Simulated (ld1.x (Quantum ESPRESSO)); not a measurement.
Varying the PAW potential for copper

Base potential:

ld1.x (Quantum ESPRESSO) 7.5 input, shortened:

```
&input
   title='Cu', zed=29., rel=1, dft='PBE', iswitch=3,
   config='[Ar] 3d10 4s0.5 4p0'
 /
 &inputp
   pseudotype=3, lpaw=.true., tm=.true., lloc=-1, rcloc=0.95,
   nlcc=.true., rcore=0.95,
   which_augfun='PSQ', rmatch_augfun_nc=.true.
 /
6
3S  1  0   2.00   0.00  0.95  1.10  0.0
4S  2  0   0.50   0.00  0.95  1.10  0.0
3P  2  1   6.00   0.00  1.30  1.55  0.0
4P  3  1   0.00   0.00  1.30  1.55  0.0
3D  3  2  10.00   0.00  0.95  1.20  0.0
3D  3  2   0.00  -0.05  0.95  1.20  0.0
 &test
   configts(1)='3s2 3p6 3d10 4s0.5 4p0'
 /
```

Cutoffs, loose and tight: the cutoffs (Ry, on a coarse ladder) from which the occupation-weighted sum of valence levels, in a spherical-Bessel basis at the reference potential, stays within 10 and 1 mRy of its value at 400 Ry. They do not see the model core or the augmentation charge, which bear on the density cutoff. Test errors are all-electron minus pseudo excitation energies from the reference, over the configurations 3s2 3p6 3d10 4s1 4p0; 3s2 3p6 3d10 4s0 4p0; 3s2 3p6 3d9 4s0 4p0; 3s2 3p5 3d10 4s1 4p0; 3s2 3p6 3d8 4s0 4p0; 3s1 3p6 3d10 4s1 4p0; 3s2 3p6 3d7 4s0 4p0. A dash means not determined; rows that change the core or the reference have their own tests. The largest error is taken over the tests solved by every variant that gives reliable tests at all: 3s1 3p6 3d10 4s1 4p0; 3s2 3p5 3d10 4s1 4p0; 3s2 3p6 3d10 4s0 4p0; 3s2 3p6 3d10 4s1 4p0; 3s2 3p6 3d8 4s0 4p0; 3s2 3p6 3d9 4s0 4p0.

Cutoffs are not given where the Bessel-basis levels miss the radial ones by over 6 mRy, ghosts where they miss by over 20 mRy; a channel whose overlap is not positive is not tested.

A file whose overlap is not positive is unfit for use, and its test errors describe a broken file.

| change | outcome | cutoff, loose | cutoff, tight | bound ghosts | largest test error (meV) |
| --- | --- | --- | --- | --- | --- |
| base | generated, overlap not positive | – | – | not determined (overlap not positive) | -239 |
| wave 3d channel at -0.05 Ry: rcut 0.95, rcutus 1.20 bohr becomes 3d channel at 4.13 Ry: rcut 0.95, rcutus 1.20 bohr | generated, overlap not positive | – | – | not determined (overlap not positive) | -255 |
| functional LDA (PZ) | generated, overlap not positive | – | – | not determined (overlap not positive) | -227 |
| waves 3s (bound): rcut 0.95, rcutus 1.06 bohr; 4s (bound): rcut 0.95, rcutus 1.06 bohr | generated, overlap not positive | – | – | not determined (overlap not positive) | -246 |
| reference 3s2 3p6 3d10 4s1 4p0 | generated, overlap not positive | – | – | not determined (overlap not positive) | -208 |
| core correction a·sin(br)/r model core inside 0.90 bohr | generated, overlap not positive | – | – | not determined (overlap not positive) | -239 |
| waves 3d (bound): rcut 0.86, rcutus 0.92 bohr; 3d channel at -0.05 Ry: rcut 0.86, rcutus 0.92 bohr | generated, overlap not positive | – | – | not determined (overlap not positive) | -226 |
| local potential all-electron potential smoothed inside 0.64 bohr (lloc = -1) | generated, overlap not positive | – | – | not determined (overlap not positive) | -424 |
| waves 3p (bound): rcut 1.30, rcutus 2.22 bohr; 4p (bound): rcut 1.30, rcutus 2.22 bohr | generated | 100 Ry | 160 Ry | none | -45 |
| local potential all-electron potential smoothed inside 1.05 bohr (lloc = -1) | generated, overlap not positive | – | – | not determined (overlap not positive) | -212 |
| all radii but the core radius scaled by about 0.78 (s 0.86, p 1.22, d 0.94 bohr, rcut 0.76/1.02/0.76); local potential all-electron potential smoothed inside 0.76 bohr (lloc = -1) | generated, overlap not positive | – | – | not determined (overlap not positive) | +27 |
| waves 3s (bound): rcut 0.66, rcutus 0.70 bohr; 4s (bound): rcut 0.66, rcutus 0.70 bohr | generated, overlap not positive | – | – | not determined (overlap not positive) | -243 |
| core [Ar], valence charge 11; reference 3d10 4s1 4p0; waves now 4s (bound): rcut 1.65, rcutus 2.00 bohr; 4s channel at 0.2 Ry: rcut 1.65, rcutus 2.00 bohr; 4p (bound): rcut 2.20, rcutus 3.00 bohr; 4p channel at 1.45 Ry: rcut 2.20, rcutus 3.00 bohr; 3d (bound): rcut 1.35, rcutus 1.45 bohr; 3d channel at -0.05 Ry: rcut 1.35, rcutus 1.45 bohr; local potential all-electron potential smoothed inside 2.70 bohr (lloc = -1); core correction a·sin(br)/r model core, default radius (ld1.x builds one for every PAW set, though the input has nlcc=.false.) | generated | 50 Ry | 90 Ry | none | -2164 |
